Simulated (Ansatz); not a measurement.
Geometry optimisation, RKS B3LYP/6-31G* in Ansatz.

input.yaml

```yaml
crystal:
  periodic: [false, false, false]
  atoms:
    - { symbol: Si, position_ang: [-0.1743, 1.3139, 0.4172] }
    - { symbol: "N", position_ang: [-0.7848, -0.231, 0.2678] }
    - { symbol: Si, position_ang: [0.2873, -1.1286, -0.6537] }
    - { symbol: Cl, position_ang: [-0.2236, -3.0671, -0.652] }
    - { symbol: H, position_ang: [-0.0791, 1.9656, -0.9514] }
    - { symbol: H, position_ang: [-1.2212, 2.1129, 1.2049] }
    - { symbol: H, position_ang: [1.0872, 1.3531, 1.1463] }
    - { symbol: H, position_ang: [-0.829, -0.6261, 1.1825] }
    - { symbol: H, position_ang: [0.3708, -0.6352, -1.9979] }
    - { symbol: H, position_ang: [1.6498, -1.1087, 0.0392] }
basis:
  gaussian: { orbitals: "6-31G*" }
hamiltonian:
  xc: b3lyp
relax:
  f_tol: 0.02
  max_steps: 40
scf:
  lower_state_search: "off"
output:
  orbitals: {}
```

Launched with:

```bash
$ ansatz run input.yaml --threads 2 --pin off --max-ram 3072MiB --backend cpu --events-out ev --progress --plain --runs-dir out
```

**Question.** Where does it end, and by what steps?

**Answer.** The run converged. After 14 steps the energy has fallen by 0.869 eV; Cl4 moved furthest, 1.26 Å. Parted: Si1–Si3.

```tsv
step	energy less start (eV)	largest force component (eV/Å)	accepted
0	0.0000	4.008	yes
1	-0.5259	1.605	yes
2	-0.6605	0.699	yes
3	-0.7302	0.262	yes
4	-0.7731	0.088	yes
5	-0.7985	0.106	yes
6	-0.8093	0.251	yes
7	-0.8190	0.213	yes
8	-0.8448	0.072	yes
9	-0.8554	0.187	yes
10	-0.8605	0.268	yes
11	-0.8650	0.155	yes
12	-0.8682	0.078	yes
13	-0.8685	0.025	yes
14	-0.8687	0.005	yes
```

```xyz
10
Properties=species:S:1:pos:R:3
Si -0.375 1.483 0.458
N 0.194 -0.169 0.604
Si 0.475 -1.329 -0.638
Cl -1.213 -2.458 -1.152
H -0.251 1.857 -0.972
H -1.791 1.647 0.890
H 0.458 2.387 1.297
H 0.224 -0.540 1.551
H 0.887 -0.618 -1.866
H 1.478 -2.311 -0.169
```

The run took 48 s on 2 threads of Arm Neoverse N1 (shared host), peak memory 0.16 GiB.
